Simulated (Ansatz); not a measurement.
One geometry of `CB[SiH](C)S`, several functionals.

```yaml
crystal:
  periodic: [false, false, false]
  atoms:
    - {symbol: C, position_ang: [-1.622090, 1.017754, 0.717642]}
    - {symbol: B, position_ang: [-0.100078, 1.298965, 0.383423]}
    - {symbol: Si, position_ang: [1.246763, -0.088320, 0.070558]}
    - {symbol: C, position_ang: [0.941264, -1.919885, -0.143779]}
    - {symbol: S, position_ang: [0.359916, 1.034400, -1.673248]}
    - {symbol: H, position_ang: [-1.758732, 1.057899, 1.803932]}
    - {symbol: H, position_ang: [-1.981232, 0.036606, 0.390934]}
    - {symbol: H, position_ang: [-2.284733, 1.774622, 0.287838]}
    - {symbol: H, position_ang: [0.389672, 2.373798, 0.607114]}
    - {symbol: H, position_ang: [2.702553, 0.211369, 0.022377]}
    - {symbol: H, position_ang: [-0.127338, -2.128465, -0.227854]}
    - {symbol: H, position_ang: [1.452551, -2.319657, -1.021502]}
    - {symbol: H, position_ang: [1.316202, -2.452510, 0.735208]}
    - {symbol: H, position_ang: [-0.547618, 0.074123, -1.923644]}
basis:
  gaussian: {orbitals: def2-TZVPP}
hamiltonian: {xc: pbe, dispersion: d4}
output: {forces: true, orbitals: {seedname: orbitals}}
```

```sh
$ ansatz run in.yaml --threads 4 --pin off --events-out ev --progress --plain --max-ram 10444MiB
```

Output, abridged:

```
Functional definition: PBE
1632 factors; their error is unknown
mean field evaluation 1: about -21579.0204 eV, gradient 9.1e1 eV
mean field evaluation 2: about -21492.0143 eV, gradient 1.6e2 eV
mean field evaluation 4: about -21598.6993 eV, gradient 1.6e1 eV
mean field evaluation 8: about -21599.3598 eV, gradient 1.4e-1 eV
mean field evaluation 16: about -21599.3205 eV, gradient 7.5e-3 eV
mean field -21599.32045107 eV, -793.7603860317 hartree, gradient 3.1e-5 eV, S^2 0.000000; 0 other end points of the search recorded, 0 dependent functions left out
reference -21599.32050104 eV, -793.7603878679 hartree; 28, 28 occupied and 275, 275 virtual orbitals, 1632 factors
Total energy: -21599.66701587 eV, -793.7731220531 hartree
Atom 0 at    -1.622090     1.017754     0.717642 Å, force     0.111174     0.010322    -0.019654 eV/Å
Atom 1 at    -0.100078     1.298965     0.383423 Å, force    -0.029305    -0.004059    -0.041311 eV/Å
Atom 2 at     1.246763    -0.088320     0.070558 Å, force     0.009206     0.003187     0.190618 eV/Å
Atom 3 at     0.941264    -1.919885    -0.143779 Å, force     0.011815     0.017097    -0.014737 eV/Å
Atom 4 at     0.359916     1.034400    -1.673248 Å, force     0.140319     0.296235    -0.131992 eV/Å
Atom 5 at    -1.758732     1.057899     1.803932 Å, force    -0.038115     0.006758     0.211058 eV/Å
Atom 6 at    -1.981232     0.036606     0.390934 Å, force    -0.077780    -0.188083    -0.060255 eV/Å
Atom 7 at    -2.284733     1.774622     0.287838 Å, force    -0.135869     0.145694    -0.078588 eV/Å
Atom 8 at     0.389672     2.373798     0.607114 Å, force     0.057395     0.111726     0.026563 eV/Å
Atom 9 at     2.702553     0.211369     0.022377 Å, force     0.173176     0.036142    -0.025360 eV/Å
Atom 10 at    -0.127338    -2.128465    -0.227854 Å, force    -0.203393    -0.046361    -0.016590 eV/Å
Atom 11 at     1.452551    -2.319657    -1.021502 Å, force     0.092481    -0.089468    -0.166052 eV/Å
Atom 12 at     1.316202    -2.452510     0.735208 Å, force     0.068179    -0.105182     0.164416 eV/Å
Atom 13 at    -0.547618     0.074123    -1.923644 Å, force    -0.179282    -0.194007    -0.038116 eV/Å
Dipole moment:     0.007009    -0.473738    -0.104335 e Å
```

Hardware: 4 threads of an Arm Neoverse V2 on a shared host. Wall time 4 s, peak host memory 0.47 GiB.

Changing it to `hamiltonian: {xc: {name: revPBE}, dispersion: d4}` and no forces (abridged; 3.3 s):

```
Functional definition: revPBE
mean field evaluation 16: about -21608.0123 eV, gradient 6.3e-4 eV
mean field -21608.01231525 eV, -794.0798061487 hartree, gradient 6.1e-5 eV, S^2 0.000000
Total energy: -21609.00696386 eV, -794.1163588110 hartree
```

Changing it to `hamiltonian: {xc: r2scan, dispersion: d4}` (abridged; 8 s):

```
Functional definition: r2SCAN
mean field evaluation 16: about -21609.1979 eV, gradient 7.6e-3 eV
mean field -21609.19788468 eV, -794.1233750215 hartree, gradient 5.4e-5 eV, S^2 0.000000
Total energy: -21609.28478397 eV, -794.1265685118 hartree
Atom 0 force    -0.022071     0.006834     0.005035 eV/Å
Atom 1 force     0.010122     0.052841     0.094458 eV/Å
Atom 2 force     0.050417    -0.019019     0.044002 eV/Å
Atom 3 force     0.003113    -0.010241     0.002004 eV/Å
Atom 4 force     0.017822     0.037999    -0.131200 eV/Å
Atom 5 force    -0.006220    -0.000643    -0.014262 eV/Å
Atom 6 force    -0.002890     0.013589     0.003957 eV/Å
Atom 7 force    -0.004549    -0.012767     0.009240 eV/Å
Atom 8 force    -0.022337    -0.021311    -0.004981 eV/Å
Atom 9 force    -0.005261    -0.002616    -0.005381 eV/Å
Atom 10 force     0.022753    -0.011961    -0.000866 eV/Å
Atom 11 force    -0.014817    -0.009321     0.016537 eV/Å
Atom 12 force    -0.012359    -0.004138    -0.023923 eV/Å
Atom 13 force    -0.013723    -0.019246     0.005379 eV/Å
Dipole moment:     0.006250    -0.486858    -0.092233 e Å
```

The same input with `hamiltonian: {xc: pbe0, dispersion: d4}` and no forces (abridged; 4.9 s):

```
Functional definition: PBE0
mean field evaluation 16: about -21601.6853 eV, gradient 7.2e-5 eV
mean field -21601.68533736 eV, -793.8472939998 hartree, gradient 7.2e-5 eV, S^2 0.000000
Total energy: -21601.98093085 eV, -793.8581568602 hartree
```

Changing it to `hamiltonian: {xc: {name: LC-wPBE}}` and no forces (abridged; 4.6 s):

```
Functional definition: LC-wPBE
mean field evaluation 16: about -21605.0536 eV, gradient 4.4e-5 eV
mean field -21605.05359184 eV, -793.9710750689 hartree, gradient 4.4e-5 eV, S^2 0.000000
Total energy: -21605.05359185 eV, -793.9710750692 hartree
```

Changing it to `hamiltonian: {xc: {name: BLYP}, dispersion: d4}` and no forces (abridged; 3.5 s):

```
Functional definition: BLYP
mean field evaluation 16: about -21610.2330 eV, gradient 6.0e-4 eV
mean field -21610.23301139 eV, -794.1614152264 hartree, gradient 4.0e-5 eV, S^2 0.000000
Total energy: -21610.98376210 eV, -794.1890048061 hartree
```
